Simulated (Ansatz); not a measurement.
Computed with Ansatz on PBE0-D4/def2-TZVP structures; ΔE is electronic, products minus reactants. CCSD(T)/CBS is the MP2 limit (def2-TZVPP, def2-QZVPP) plus CCSD(T) − MP2 in def2-TZVPP, frozen cores. Functionals use def2-TZVPP. B3LYP here is the variant with VWN-RPA as its local correlation; programs differ in this. For Se outer-core shells are correlated without core-valence functions, which leaves a few kJ/mol of doubt a bond. Scalar relativity is left out up to krypton. One conformer a species, not always the lowest.

`BC(C)[SeH]` + `F[SiH2][SeH]` → `B[Se][SiH2]F` + `CC[SeH]`  (ligand exchange at a B–C bond)

(1) Is it downhill or uphill in electronic energy at CCSD(T)/CBS, and by how much? (An estimate is asked.)

(2) What do these levels give: PBE-D4, r2SCAN-D4, PBE0-D4, B3LYP-D4, ωB97M-V, B2PLYP, PBE, r2SCAN, HF/def2-TZVPP, MP2/def2-TZVPP, CCSD/def2-TZVPP, CCSD/CBS(def2)? (Best estimate.)

Largest T1 diagnostic among the species: 0.013.

Results:

(1) Ansatz gave: Downhill: ΔE = -87.3 kJ/mol.

(2) Ansatz gave: PBE-D4 -88.3, r2SCAN-D4 -87.4, PBE0-D4 -86.7, B3LYP-D4 -84.7, ωB97M-V -81.2, B2PLYP -87.5, PBE -89.1, r2SCAN -87.7, HF/def2-TZVPP -81.7, MP2/def2-TZVPP -89.8, CCSD/def2-TZVPP -85.2, CCSD/CBS(def2) -85.1 kJ/mol.

In def2-TZVPP, CCSD(T) changes the Hartree–Fock value by −5.6 kJ/mol (the triples alone add −2.1 kJ/mol) and MP2 by −8.1 kJ/mol.
